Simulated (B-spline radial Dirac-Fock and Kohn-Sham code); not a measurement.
# Two-hole binding energies of Os³⁸⁺

System: osmium as Os³⁸⁺, 1s2 2s2 2p6 3s2 3p6 3d10 4s2 4p6 4d2.

Input of the calculation (task.json; shells as n, l, electrons):

```json
{"items": [{
  "Z": 76,
  "q": 38,
  "cfg": [[1, 0, 2], [2, 0, 2], [2, 1, 6], [3, 0, 2], [3, 1, 6], [3, 2, 10], [4, 0, 2], [4, 1, 6], [4, 2, 2]],
  "A": 192,
  "rrms": 5.4126,
  "do": ["binding", "quiet", "double"]
}]}
```

Command: `python xray_run.py task.json out`

Model: relaxed Dirac-Fock hole states (ΔSCF) with Breit and QED corrections and a finite nucleus. Program: an atomic code on a B-spline grid. U is the two-hole binding energy less the two single-hole energies, the effective repulsion of the holes after relaxation. Each two-hole energy is an average over J within one jj subconfiguration.

```tsv
holes	E(a) (eV)	E(b) (eV)	E(ab) (eV)	U (eV)
1s⁻²	75579.1	75579.1	?	?
1s⁻¹ 2p3/2⁻¹	75579.1	12586.8	88570.5	404.6
1s⁻¹ 3p1/2⁻¹	75579.1	4461.7	80221.9	181.1
1s⁻¹ 3d3/2⁻¹	75579.1	3698.3	79435.6	158.2
2s⁻¹ 2p1/2⁻¹	14688.8	14101.4	29065.7	275.5
2p3/2⁻²	12586.8	12586.8	25470.4	296.8
2s⁻¹ 3p1/2⁻¹	14688.8	4461.7	19299.6	149.2
2s⁻¹ 3p3/2⁻¹	14688.8	4117.9	18947.0	140.3
2s⁻¹ 3d5/2⁻¹	14688.8	3625.1	18463.9	150.0
2p3/2⁻¹ 3s⁻¹	12586.8	4718.2	17447.0	142.1
2p3/2⁻¹ 3p1/2⁻¹	12586.8	4461.7	17200.0	151.6
3p1/2⁻¹ 3p3/2⁻¹	4461.7	4117.9	8690.5	110.8
3p3/2⁻²	4117.9	4117.9	8345.3	109.4
3d3/2⁻¹ 3d5/2⁻¹	3698.3	3625.1	7448.1	124.7
```

**Question.** Give the missing two-hole energy and U.

**Answer.** E(ab) = 152667.1 eV and U = 1508.8 eV.
